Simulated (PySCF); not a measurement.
Two-component Hartree-Fock for Kr²⁹⁺ (krypton, charge +29)

Start: [He] 2s2 2p3; 2p1/2 filled at m_j = -1/2, +1/2; 2p3/2 filled at m_j = +3/2. Calculated with PySCF 2.14 in an even-tempered Gaussian basis (17 s from 10 bohr⁻², ratio 2.4; 12 p from 13 bohr⁻², ratio 2.4; 5 d from 49 bohr⁻², ratio 2.6; 4 f from 73 bohr⁻², ratio 2.6): generalised Hartree-Fock with the X2C-1e Hamiltonian and a Gaussian nucleus; one run each with spin-orbit coupling (SO) switched off, then screened by Boettger's factors.

| spinor shell | electrons | ε, spin-free (eV) | ε, screened SO (eV) | weight of nominal j (screened SO) | rms radius, screened SO (bohr) |
| --- | --- | --- | --- | --- | --- |
| 1s1/2 | 2 | -16290.6 | -16287.2 | 1.000 | 0.0475 |
| 2s1/2 | 2 | -3556.5 | -3555.5 | 1.000 | 0.189 |
| 2p1/2 | 2 | -3418.7 | -3438.4 | 0.951 | 0.163 |
| 2p3/2 | 1 | -3418.7 | -3388.3 | 1.000 | 0.166 |

| quantity | spin-free | screened SO |
| --- | --- | --- |
| E (hartree) | -1985.80679 | -1987.04321 |
| M_J | 3/2 | 3/2 |
| ⟨J²⟩ | 3.750 | 3.756 |
| ⟨L²⟩ | 0.000 | 1.448 |
| ⟨S²⟩ | 3.750 | 2.207 |

Each row is a mean over spinors that exchange with the open shell spreads, by up to 51.606 eV (2s1/2).

Without spin-orbit coupling the j labels of p, d and f shells carry no meaning; the spin-free column gives the mean over the occupied spinors of each nl shell.
